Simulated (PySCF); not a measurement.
# Basis-set dependence of InAs at HF

PySCF, UHF reference; triplet, unpaired electrons π ↑↑; De to In + As without counterpoise correction.

```json
{"basis": "cc-pVDZ-PP", "relativity": "scalar-relativistic core potentials", "functions": "46", "Re (Å)": "2.783", "ωe (cm⁻¹)": "173", "De (eV)": "0.64", "μ (D)": "-2.24"}
{"basis": "def2-SVP", "relativity": "scalar-relativistic core potentials", "functions": "58", "Re (Å)": "2.785", "ωe (cm⁻¹)": "176", "De (eV)": "0.69", "μ (D)": "-2.17"}
{"basis": "def2-TZVPPD", "relativity": "scalar-relativistic core potentials", "functions": "110", "Re (Å)": "2.766", "ωe (cm⁻¹)": "178", "De (eV)": "0.78", "μ (D)": "-2.21"}
```

Problem. How does each smaller set differ from the one with most functions, def2-TZVPPD?

Solution. cc-pVDZ-PP: +1.7 pm, -2.8 % in ωe, -0.14 eV in De; def2-SVP: +1.9 pm, -1.1 % in ωe, -0.09 eV in De. All at HF; the set with most functions is neither the basis-set limit nor always the best.

A positive dipole means In(−)As(+). These are scalar-relativistic numbers at best; spin–orbit coupling would shift them, the dissociation energy most. Hartree–Fock leaves out correlation, which carries a large part of most bond energies and some tenths to 1 eV of ionisation energies. The state was picked by a PBE0 search and need not be the measured ground state.
